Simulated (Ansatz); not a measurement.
Relaxation of a periodic cell of 36 atoms, H3C2N (contents 6 CH3CN, density as packed 0.71 g/cm³ with natural masses), to a largest force component of 0.3 eV/Å in at most 15 steps.

All numbers below come from DFT PBE-D3(BJ), scalar-relativistic, plane waves, PAW in Ansatz. Settings: accuracy low, cutoff 420 eV, k mesh 1x1x1, fermi-dirac smearing 0.05 eV, no spin polarisation.

```xyz
36
Lattice="8.3117 0.0000 0.0000 0.0000 8.3117 0.0000 0.0000 0.0000 8.3117" Properties=species:S:1:pos:R:3:forces:R:3
C 8.054 6.491 4.046 -0.58 0.20 0.40
C 7.135 6.626 5.174 -0.96 0.03 1.17
N 6.394 6.734 6.083 1.27 -0.46 -1.13
H 8.248 7.469 3.601 0.03 0.11 -0.11
H 9.000 6.064 4.382 -0.03 0.09 -0.10
H 7.622 5.837 3.286 0.01 -0.12 -0.16
C 5.042 4.092 0.317 -0.74 0.27 -0.42
C 3.864 4.562 -0.409 -1.19 0.45 -0.70
N 2.915 4.941 -0.994 1.50 -0.63 0.94
H 5.899 4.033 -0.357 -0.33 0.11 -0.02
H 5.280 4.778 1.131 0.05 0.01 0.12
H 4.854 3.101 0.735 0.00 -0.04 0.09
C 5.310 0.525 1.960 0.06 -0.08 0.45
C 5.400 0.552 3.418 0.06 0.09 1.51
N 5.473 0.574 4.594 -0.24 0.25 -1.97
H 4.471 1.138 1.625 -0.16 0.08 0.02
H 6.229 0.915 1.520 0.18 0.08 -0.06
H 5.159 -0.499 1.612 -0.03 -0.17 -0.10
C 2.070 4.020 4.552 0.53 -0.28 -0.46
C 3.406 3.692 4.061 1.32 -0.27 -0.48
N 4.484 3.427 3.665 -1.68 0.55 0.51
H 1.333 3.875 3.760 -0.12 -0.08 -0.25
H 1.811 3.378 5.396 0.24 0.01 -0.05
H 2.035 5.061 4.878 0.23 -0.06 0.18
C 1.478 7.765 7.086 0.02 -0.08 0.41
C 1.252 7.264 8.439 -0.25 -0.52 1.40
N 1.070 6.860 9.531 0.31 0.74 -1.70
H 1.085 8.778 6.990 -0.14 0.16 0.00
H 2.547 7.779 6.865 0.21 -0.06 -0.02
H 0.977 7.122 6.359 -0.02 -0.02 0.04
C 8.010 3.807 6.892 0.03 -0.13 0.59
C 7.954 3.761 8.351 0.43 -0.10 1.54
N 7.910 3.723 9.528 0.23 -0.03 -1.75
H 7.980 4.843 6.549 -0.04 0.09 0.05
H 8.932 3.344 6.537 -0.04 -0.06 0.22
H 7.159 3.271 6.467 -0.17 -0.12 -0.16
```

Question: Where does it end, and by what steps?

Answer: The run converged. The threshold is loose, so the end isn't yet a minimum. The force dipped under the threshold on the way, but the program's further checks kept it going. Limits of this set-up: coarse k mesh, low accuracy level. After 13 steps the energy has fallen by 1.384 eV; H23 moved furthest, 1.60 Å.

```csv
step,energy less start (eV),largest force component (eV/Å),accepted
0,0.0000,1.969,yes
1,-0.4756,0.503,yes
2,-0.6684,0.435,yes
3,-0.8351,0.412,yes
4,-0.9445,0.833,yes
5,-1.0325,1.138,yes
6,-1.1204,1.212,yes
7,-1.2050,1.030,yes
8,-1.2736,0.716,yes
9,-1.3175,0.299,yes
10,-1.3175,0.299,yes
11,-1.3477,0.213,yes
12,-1.3687,0.185,yes
13,-1.3842,0.261,yes
```

```xyz
36
Lattice="8.3117 0.0000 0.0000 0.0000 8.3117 0.0000 0.0000 0.0000 8.3117" Properties=species:S:1:pos:R:3
C 7.643 6.477 3.531
C 7.445 6.298 4.958
N 7.289 6.144 6.101
H 7.449 7.522 3.253
H 8.682 6.246 3.250
H 6.945 5.823 2.983
C 4.839 4.495 -0.278
C 3.565 4.663 -0.947
N 2.543 4.790 -1.489
H 5.588 5.168 -0.726
H 4.741 4.716 0.795
H 5.172 3.454 -0.404
C 5.028 0.935 3.016
C 4.875 1.166 4.442
N 4.748 1.364 5.581
H 4.195 1.403 2.474
H 5.975 1.370 2.658
H 4.994 -0.144 2.805
C 2.227 3.644 3.739
C 3.489 4.280 3.400
N 4.505 4.773 3.122
H 1.567 3.577 2.863
H 2.421 2.631 4.119
H 1.741 4.215 4.542
C 1.966 8.005 7.529
C 2.110 7.675 8.935
N 2.223 7.406 10.062
H 1.263 8.851 7.418
H 2.943 8.294 7.093
H 1.569 7.130 6.987
C 8.044 2.974 7.155
C 7.963 2.706 8.581
N 7.888 2.490 9.723
H 7.729 4.006 6.945
H 9.084 2.881 6.815
H 7.395 2.276 6.604
```

The run took 28 s on 1 thread of AMD EPYC 9R45 (Zen 5), on a shared host, peak memory 0.65 GiB.
